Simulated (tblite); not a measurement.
Give a GFN2-xTB geometry of `C[C@H]1C[Si](N[SiH3])O1` [radical]. (Doublet state.)

Z-matrix in Å and degrees, rows numbered from 1:
```
C 
C   1  1.5165
C   2  1.5287  1  114.45
Si  3  1.9350  2   83.59  1   119.09
N   4  1.7283  3  119.33  2  -107.82
Si  5  1.7439  4  128.28  3    68.72
O   2  1.4280  1  110.26  3   113.07
H   1  1.0884  2  109.71  3   -53.79
H   1  1.0879  2  109.96  3    66.69
H   1  1.0875  2  109.94  3  -173.10
H   2  1.0963  1  110.27  3  -127.92
H   3  1.0847  2  114.34  1  -122.09
H   3  1.0870  2  113.30  1     4.26
H   5  1.0057  4  115.28  3  -109.81
H   6  1.4716  5  109.74  4   -73.75
H   6  1.4634  5  104.45  4   168.38
H   6  1.4584  5  109.63  4    47.59
```

Of the pairs four or more bonds apart, Si6···H8 is among the closest relative to their van der Waals radii: 3.33 Å, 101 % of the sum of Bondi's values. Si4 (silicon bonded to C, N and O) is pyramidal (angles 119.3°, 110.7° and 78.2°, sum 308.2°, 0.73 Å off the plane of its three neighbours). The 4-membered ring C2–C3–Si4–O7 has internal angles of 78.2° to 101.0°; it is planar, 0.00 Å rms from its mean plane, widest ring torsion 1°. N5 (nitrogen bonded to 2 Si and H) is planar (angles 128.3°, 116.4° and 115.3°, sum 360.0°, 0.01 Å off the plane of its three neighbours).

The geometry is computed with GFN2-xTB (gas phase). This method treats the open shell by occupation alone, without spin polarisation.

Point group: C1 (no symmetry element, even within 0.4 Å). Its GFN2-xTB frequencies are all real (lowest 41 cm⁻¹). Torsions: C3–Si4–N5–Si6 69°. 3 starts were optimised and ended at 0.00, 0.35 and 0.45 kcal/mol (GFN2-xTB); the lowest of these is shown.

One conformer stands for the species.
